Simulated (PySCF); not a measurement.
Compound: C₃H₆NSSi (doublet state).
Z-matrix (Å and degrees, GFN2-xTB geometry), rows numbered from 1:
```
N 
C   1  1.2639
C   2  1.4466  1  127.41
C   3  1.3401  2  124.70  1  -179.94
S   4  1.7421  3  124.40  2    -0.84
Si  5  2.1615  4  101.11  3   176.87
H   1  1.0212  2  114.16  3     0.00
H   2  1.0865  1  116.47  3   179.89
H   3  1.0841  2  116.95  1    -0.02
H   4  1.0811  3  120.82  2  -179.25
H   6  1.4565  5  108.24  4    48.06
H   6  1.4485  5  104.32  4   172.75
```

The hyperfine couplings belong to this conformer and change with its torsions.

Identity: `[H]/N=C\C=C/S[SiH2]` [radical].

Level of theory: UKS B3LYP, pcH-1 on C H N S Si, non-relativistic, mean-field spin-orbit, GIAO (PySCF). Isolated species at its GFN2-xTB geometry (one conformer only). A GFN2-xTB geometry isn't a minimum of the functional, and hyperfine couplings can be far from their values at a DFT geometry, by a factor of two or more for some ions and for spin on atoms past the first row. The SCF solution wasn't tested for stability.

Problem. Break the g tensor into its mass correction, gauge correction and orbital-Zeeman/spin–orbit terms.

Solution. 
| Δg (ppt) | 1 | 2 | 3 |
| --- | --- | --- | --- |
| relativistic mass correction | -0.15 | -0.15 | -0.15 |
| gauge correction | 0.00 | 0.05 | 0.06 |
| orbital Zeeman/spin–orbit | -0.02 | 2.71 | 8.85 |
| total | -0.17 | 2.62 | 8.76 |

So g = 2.00215, 2.00493, 2.01108 and g_iso = 2.00605; the tensor is rhombic: the two nearest values differ by 31 % of g3 − g1. Axes: g3 points within 7° of the C4–S5 bond.

Problem. What are the electron Larmor frequencies g μB B/h along the three axes at 1200 mT?

Solution. 33.6270, 33.6739, 33.7771 GHz for g1, g2 and g3, a range of 150.0 MHz.

Problem. How much does each term add to the isotropic shift?

Solution. The orbital-Zeeman/spin–orbit term 3.85, the mass correction -0.15 and the gauge correction 0.04 ppt, for a total of 3.73 ppt. The orbital-Zeeman/spin–orbit term is the largest in size. The mass correction is the same along every axis, so the anisotropy comes from the other two: their spans along these axes are 0.06 (gauge) and 8.87 ppt (orbital Zeeman/spin–orbit).

Problem. In a frozen sample, at which fields do the three g values resonate at 9.5, 34, 94 and 263 GHz (hyperfine left aside), and which band first spreads them over more than twice a line width of 0.5 mT?

Solution. 
```csv
band,GHz,B(g3) mT,B(g2) mT,B(g1) mT,spread mT
X,9.5,337.51,338.54,339.01,1.51
Q,34.0,1207.92,1211.62,1213.31,5.39
W,94.0,3339.54,3349.78,3354.44,14.90
J,263.0,9343.62,9372.25,9385.31,41.69
```

The spread grows in proportion to the frequency. X band is the first where it exceeds 1.0 mT.

The Mulliken spin populations are largest on Si6 (+0.81) and S5 (+0.12). No atom but Si6 exceeds +0.15. The angles at Si6 add up to 329.1°, so it is pyramidal.

The HOMO–LUMO gaps are 4.18 eV among the α and 3.48 eV among the β orbitals.
